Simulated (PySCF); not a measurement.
Spin-rotation constants: `C=C(OC)OCF`, C4H7FO2

Geometry:
```
atom   x (Å)   y (Å)   z (Å)
  C1  -0.368   1.790  -0.147
  C2   0.201   0.595  -0.051
  O3   1.536   0.447  -0.184
  C4   2.080  -0.849  -0.035
  O5  -0.452  -0.605   0.167
  C6  -1.817  -0.630   0.087
  F7  -2.403  -0.043   1.180
  H8   0.251   2.646  -0.329
  H9  -1.418   1.949  -0.012
 H10   3.155  -0.725  -0.150
 H11   1.857  -1.261   0.952
 H12   1.702  -1.532  -0.800
 H13  -2.204  -0.099  -0.796
 H14  -2.122  -1.683   0.093
```

Method used: GIAO B97-2/pcSseg-1 magnetisability, rotational g tensor and spin-rotation constants, non-relativistic, gas phase (PySCF 2.14.0). Geometry: GFN2-xTB.

Problem. Give the nuclear spin-rotation constants along the inertial axes (H = +C I·J) beside the isotropic shieldings.

Solution. Rotational constants 5.1925, 1.7353, 1.3937 GHz. A star marks the isotopologue with that one atom substituted, in its own axes.
```tsv
atom	isotope	Caa (kHz)	Cbb (kHz)	Ccc (kHz)	mean (kHz)	σ (ppm)
F7	19F	1.380	2.199	0.912	1.497	344.9
H8	1H	-0.265	0.025	-0.166	-0.135	28.2
H9	1H	0.291	-0.162	-0.173	-0.014	28.3
H10	1H	0.301	-0.196	-0.143	-0.013	28.1
H11	1H	-0.377	-0.125	-0.012	-0.171	27.9
H12	1H	-0.476	-0.119	0.007	-0.196	28.0
H13	1H	-0.460	-0.062	-0.002	-0.175	26.1
H14	1H	-0.445	0.094	-0.128	-0.160	26.0
C1	13C*	1.483	0.384	0.172	0.679	123.2
C2	13C*	2.570	0.615	0.366	1.184	17.3
O3	17O*	-0.462	-0.343	-0.155	-0.320	234.2
C4	13C*	1.128	0.268	0.300	0.565	131.4
O5	17O*	-1.204	-0.354	-0.164	-0.574	171.7
C6	13C*	1.320	0.496	0.355	0.724	85.0
```
For the geometry as given, no vibrational averaging.

Problem. How do the rotational constants and the g tensor change when H8, H9, H10, H11, H12, H13, H14 are replaced by deuterium?

Solution. Constants 4.2164, 1.5654, 1.2368 GHz; g -0.0316, -0.0101, -0.0054, against -0.0386, -0.0110, -0.0063 before.
